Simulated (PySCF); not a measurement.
GeH₃O₃, charge +1, multiplicity 1. Atoms are numbered in the order given.

```xyz
7

O     -1.6991     0.0363     0.0000
Ge     0.0162    -0.0025     0.0000
O      0.8593     1.5087     0.0000
O      0.6088    -1.6200     0.0000
H     -2.0987     0.9362     0.0000
H      1.8430     1.4876     0.0000
H      1.5841    -1.7443     0.0000
```
Charge +1, spin multiplicity 1.

Geometry optimised at PBE-D3(BJ)/def2-SVP. The spin state was assumed, not searched. The isomer is the one that the SMILES or the coordinates give; other isomers of the formula were not compared. Other conformers were not sampled.

All values below come from PySCF with B3LYP/def2-TZVP.

Symmetry labels are those of the subgroup Cs that the program uses (full group Cs).

**Question.** List the valence orbital energies around the gap with their symmetry. (Estimate from the structure and the level; the computed values follow.)

**Answer.** 
```json
[
 {"orbital": "HOMO−7", "symmetry": "A'", "energy (eV)": "-21.15"},
 {"orbital": "HOMO−6", "symmetry": "A'", "energy (eV)": "-19.98"},
 {"orbital": "HOMO−5", "symmetry": "A'", "energy (eV)": "-18.11"},
 {"orbital": "HOMO−4", "symmetry": "A\"", "energy (eV)": "-17.04"},
 {"orbital": "HOMO−3", "symmetry": "A'", "energy (eV)": "-16.83"},
 {"orbital": "HOMO−2", "symmetry": "A'", "energy (eV)": "-16.37"},
 {"orbital": "HOMO−1", "symmetry": "A\"", "energy (eV)": "-15.93"},
 {"orbital": "HOMO", "symmetry": "A\"", "energy (eV)": "-15.72"},
 {"orbital": "LUMO", "symmetry": "A'", "energy (eV)": "-8.61"},
 {"orbital": "LUMO+1", "symmetry": "A\"", "energy (eV)": "-7.42"},
 {"orbital": "LUMO+2", "symmetry": "A'", "energy (eV)": "-4.81"},
 {"orbital": "LUMO+3", "symmetry": "A'", "energy (eV)": "-4.37"}
]
```
